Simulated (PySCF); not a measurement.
A calculated (TPSS, PySCF 2.14, 6-31G*, the non-relativistic Hamiltonian (point nucleus)) atom or ion has these occupied shells.

```json
{"shell": "1s", "electrons": "2", "orbital energy (eV)": "-195.67", "rms radius, mean of both spins (bohr)": "0.381"}
{"shell": "2s", "electrons": "2", "orbital energy (eV)": "-19.721", "rms radius, mean of both spins (bohr)": "1.94"}
```

(1) Name the element and its charge.

Results:

(1) B+ (boron, charge +1), in [He] 2s2, closed-shell 1S.
